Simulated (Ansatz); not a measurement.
Stepwise reaction of `C[O][W]([Cl])([Cl])([Cl])([Cl])[O]C` with water, as a gas-phase model of exchange steps in deposition or etching. ΔE in kJ/mol.

Computed with Ansatz on PBE0-D4/def2-TZVP structures; ΔE is electronic, products minus reactants. CBS: MP2 limit from def2 TZ/QZ plus the TZ coupled-cluster correction, frozen cores. This one scheme is used for every species. DFT in def2-TZVPP. B3LYP here is the variant with VWN-RPA as its local correlation; programs differ in this. def2 core potentials past Kr. For W outer-core shells are correlated without core-valence functions, which leaves a few kJ/mol of doubt a bond. One conformer a species, not always the lowest.

```csv
step,reaction,PBE-D4,B3LYP-D4,ωB97M-V,CCSD(T)/CBS
1,`C[O][W]([Cl])([Cl])([Cl])([Cl])[O]C` + H₂O → `C[O][W]([OH])([Cl])([Cl])([Cl])[O]C` + HCl,15.5,10.4,1.2,11.3
2,`C[O][W]([OH])([Cl])([Cl])([Cl])[O]C` + H₂O → `C[O][W]([OH])([OH])([Cl])([Cl])[O]C` + HCl,12.0,8.0,-0.9,7.7
3,`C[O][W]([OH])([OH])([Cl])([Cl])[O]C` + H₂O → `C[O][W]([OH])([OH])([OH])([Cl])[O]C` + HCl,30.4,26.5,25.1,34.4
```

**Question.** By hand: ΔE of the 3 steps together at CCSD(T)/CBS.

**Answer.** (11.3) + (7.7) + (34.4) = 53.4 kJ/mol, or 17.8 kJ/mol a step.

In ΔE step 2 is the lowest and step 3 the highest. All are uphill at CCSD(T)/CBS. PBE-D4 differs from CCSD(T)/CBS by -4.0 to 4.3 kJ/mol a step. Only this route is followed, and other bonds may react first. Isolated molecules leave out the surface, adducts and barriers. Largest T1 diagnostic: 0.022.
